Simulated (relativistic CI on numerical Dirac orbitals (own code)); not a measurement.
d6 in a ligand field

Computed with a parametric ligand-field model of a d^n configuration (Racah B and C, spin-orbit zeta, crystal field), exact diagonalisation.

Field parameters in Wybourne normalisation: Oh B⁴₀ = 21Dq, B⁴₄ = √(5/14) B⁴₀. The field is a parameter set, without covalency.

B = 550 cm⁻¹, C = 2110 cm⁻¹ (C/B = 3.84), Oh, no spin-orbit coupling. Tanabe-Sugano data, E/B above the lowest term (Δ = |10Dq|; b, c mark the second and third term of a kind):

```csv
Δ/B,5T2,5E,3T1,3T2,3T1(b),1A1,1T1,1T2
1.0,0.00,1.00,19.08,19.40,20.02,28.09,28.55,29.00
3.0,0.00,3.00,17.87,19.14,20.30,24.95,26.96,28.86
5.0,0.00,5.00,16.27,18.51,20.32,21.45,25.19,28.64
7.0,0.00,7.00,14.54,17.59,20.33,17.82,23.35,28.33
9.0,0.00,9.00,12.75,16.46,20.34,14.11,21.48,27.89
11.0,0.00,11.00,10.92,15.15,20.34,10.35,19.59,27.29
13.0,0.00,13.00,9.06,13.73,20.35,6.55,17.68,26.49
15.0,0.00,15.00,7.19,12.20,20.36,2.73,15.76,25.49
17.0,1.11,18.11,6.41,11.72,21.48,0.00,14.94,25.42
19.0,4.98,23.98,8.37,13.93,25.35,0.00,16.87,27.95
21.0,8.85,29.85,10.34,16.11,29.23,0.00,18.80,30.37
23.0,12.74,35.74,12.31,18.26,33.12,0.00,20.73,32.71
25.0,16.63,41.63,14.28,20.38,37.02,0.00,22.67,34.99
27.0,20.54,47.54,16.25,22.49,40.93,0.00,24.62,37.22
29.0,24.45,53.45,18.22,24.59,44.85,0.00,26.57,39.42
31.0,28.37,59.37,20.20,26.67,48.77,0.00,28.52,41.58
33.0,32.30,65.30,22.18,28.75,52.70,0.00,30.47,43.73
35.0,36.23,71.23,24.16,30.81,56.63,0.00,32.43,45.85
37.0,40.17,77.17,26.14,32.87,60.57,0.00,34.40,47.96
39.0,44.11,83.11,28.12,34.92,64.51,0.00,36.36,50.05
41.0,48.05,89.05,30.10,36.97,68.46,0.00,38.32,52.14
43.0,52.00,95.00,32.09,39.01,72.41,0.00,40.29,54.21
45.0,55.95,100.95,34.07,41.04,76.36,0.00,42.26,56.28
47.0,59.91,106.91,36.06,43.08,80.32,0.00,44.23,58.34
```

The ground term changes from 5T2 to 1A1 between Δ/B = 15.0 and 17.0.
